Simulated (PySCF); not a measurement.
Computed IR spectrum (relative IR intensity) of a molecule C₄H₉O, multiplicity 2. Geometry optimised at PBE0-D3(BJ)/def2-SVP. Other conformers were not sampled. Computed with PBE0-D3(BJ)/def2-SVP (PySCF 2.14.0). No scaling factor is applied to the harmonic values.

```csv
ν (cm⁻¹),relative intensity
328,5.7
332,4.1
408,5.5
435,14
763,3.2
891,16
919,6.8
932,3.4
1003,8.1
1011,8.4
1175,7.8
1198,2.9
1269,100
1353,47
1357,11
1389,7.7
1453,8.5
1460,23
1462,26
1489,44
3056,68
3060,43
3065,20
3161,87
3168,55
3174,52
3182,47
```

Q: Pick the molecule that these values belong to.
A. C[CH]OCC
B. CC(C)(C)[O]
C. [CH2]COCC
D. C[CH]COC

A: B, CC(C)(C)[O]
